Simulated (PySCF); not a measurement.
Species: CH7ClSi2.
Atom-mapped SMILES: `[CH3:1][SiH2:2][SiH2:3][Cl:4]` (hydrogens: H5, H6, H7 on C1; H8, H9 on Si2; H10, H11 on Si3)

Method: PBE0-D3(BJ)/def2-SVP geometry optimisation, gas phase in PySCF.

(1) Give the optimised bond lengths and angles.

## Answers

(1) 
| bond | length (Å) |
| --- | --- |
| C1–Si2 | 1.885 |
| Si2–Si3 | 2.343 |
| Si3–Cl4 | 2.082 |
| C1–H5, C1–H6, C1–H7 | 1.101 |
| Si2–H8, Si2–H9 | 1.496 |
| Si3–H10, Si3–H11 | 1.494 |

Bonds in one row agree within 0.01 Å and their mean is given. A selection of angles:
| angle | degrees |
| --- | --- |
| Si2–C1–H5 | 111.0 |
| Si2–C1–H7 | 110.3 |
| H5–C1–H6 | 108.3 |
| C1–Si2–Si3 | 111.8 |
| C1–Si2–H8 | 110.8 |
| Si3–Si2–H8 | 107.5 |
| H8–Si2–H9 | 108.2 |
| Si2–Si3–Cl4 | 107.6 |
| Si2–Si3–H10 | 112.3 |
| Cl4–Si3–H10 | 108.2 |
| H10–Si3–H11 | 108.1 |

Torsions: C1–Si2–Si3–Cl4 -178° (antiperiplanar).

Si2 (SiH2 silicon) is tetrahedral (angles from 107.5° to 111.8°). The 4 heavy atoms lie in one plane (0.012 Å rms). Si3 (chlorine-bound silicon) is tetrahedral (angles from 107.6° to 112.4°).

PBE0-D3(BJ)/def2-SVP frequencies: not computed here. The numbers are those of one conformer.
